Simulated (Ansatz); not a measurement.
All numbers were calculated with Ansatz.

A structure relaxed at PBE0-D4/def2-TZVP, charge 0, multiplicity 1:

Cartesian coordinates in Å:
```
C 1.119 0.712 0.306
N -0.241 0.499 -0.226
B -0.849 -0.993 -0.122
Cl 0.261 -2.080 -1.082
Cl -2.514 -0.837 -0.878
Cl -0.920 -1.406 1.657
H 1.412 1.753 0.179
H 1.802 0.057 -0.229
H 1.118 0.444 1.360
H -0.908 1.105 0.249
H -0.279 0.746 -1.214
```

Q: Give its formula and SMILES.

A: CH5BCl3N, `C[NH2+][B-](Cl)(Cl)Cl`.

Q: Point group (tolerance 0.08 Å, 0.16 Å for H)?

A: Cs.

Q: Summarise the bond lengths by kind.

A: 1 × C–N 1.476 Å; 3 × C–H 1.087 to 1.090 Å; 1 × B–N 1.614 Å; 2 × H–N 1.019 Å; 3 × B–Cl 1.827 to 1.835 Å.
